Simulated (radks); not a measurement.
Task: Radial electron density D(r) = 4 pi r^2 rho(r) of an atom or ion with 1 electrons. Method: scalar-relativistic Kohn-Sham, XLYP, spin-polarised, spherical densities, point nucleus; computed with a radial shooting solver on a logarithmic mesh with Libxc functionals.

| r (bohr) | D(r) (e/bohr) |
|---|---|
| 0.02691 | 0.02141 |
| 0.02916 | 0.02490 |
| 0.03133 | 0.02850 |
| 0.03394 | 0.03309 |
| 0.03648 | 0.03782 |
| 0.03951 | 0.04383 |
| 0.04246 | 0.05001 |
| 0.046 | 0.05784 |
| 0.04943 | 0.06586 |
| 0.05355 | 0.07599 |
| 0.05755 | 0.08634 |
| 0.06234 | 0.09934 |
| 0.067 | 0.1126 |
| 0.07258 | 0.1291 |
| 0.07799 | 0.1458 |
| 0.08449 | 0.1666 |
| 0.0908 | 0.1875 |
| 0.09836 | 0.2133 |
| 0.1057 | 0.2390 |
| 0.1145 | 0.2705 |
| 0.1231 | 0.3017 |
| 0.1333 | 0.3394 |
| 0.1433 | 0.3763 |
| 0.1552 | 0.4205 |
| 0.1668 | 0.4630 |
| 0.1807 | 0.5133 |
| 0.1942 | 0.5609 |
| 0.2103 | 0.6159 |
| 0.226 | 0.6670 |
| 0.2448 | 0.7246 |
| 0.2631 | 0.7765 |
| 0.285 | 0.8331 |
| 0.3063 | 0.8820 |
| 0.3318 | 0.9327 |
| 0.3566 | 0.9736 |
| 0.3863 | 1.012 |
| 0.4151 | 1.040 |
| 0.4497 | 1.060 |
| 0.4833 | 1.069 |
| 0.5236 | 1.066 |
| 0.5626 | 1.051 |
| 0.6095 | 1.022 |
| 0.655 | 0.9827 |
| 0.7096 | 0.9267 |
| 0.7625 | 0.8660 |
| 0.826 | 0.7890 |
| 0.8877 | 0.7131 |
| 0.9616 | 0.6243 |
| 1.033 | 0.5429 |
| 1.119 | 0.4540 |
| 1.203 | 0.3777 |
| 1.303 | 0.2996 |
| 1.401 | 0.2369 |
| 1.517 | 0.1769 |
| 1.63 | 0.1320 |
| 1.766 | 0.09198 |
| 1.898 | 0.06422 |
| 2.056 | 0.04135 |
| 2.21 | 0.02673 |
| 2.394 | 0.01566 |
| 2.572 | 0.009216 |
| 2.787 | 0.004820 |
| 2.995 | 0.002543 |

What is the nuclear charge?

Result: Z = 2. The innermost maximum, from 1s, lies near gamma/Z bohr with gamma = sqrt(1 - (Z/c)^2) = 1.000, here 0.5 bohr (found: 0.495), and its height grows with Z. The density is that of the helium ion He+ in 1s1; the configuration itself is not fixed sharply by these data. D(r) has 1 maximum, at r = 0.495 bohr.
